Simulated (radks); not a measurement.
Task: These are the eigenvalues of the occupied orbitals of an atom or ion with whole-number occupations (eV). Method: non-relativistic Kohn-Sham, Wu-Cohen GGA, spin-unpolarised, spherical densities, point nucleus; computed with a radial shooting solver on a logarithmic mesh with Libxc functionals.

| orbital | eigenvalue |
|---|---|
| 1s | -383.7318 |
| 2s | -18.4476 |
| 2p | -7.0597 |

Which element is it, and in what charge state? The configuration may be excited.

Result: Z = 7, nitrogen, charge 0: N in [He] 2s2 2p3. The list shows which subshells hold electrons but not how many an open one holds; the 1s level, -14.102 hartree, gives Z - s = 5.3 by -(Z - s)^2/2, which with screening narrows Z to a few neighbours, and the depths of the outer levels then fix element, charge and occupations together.
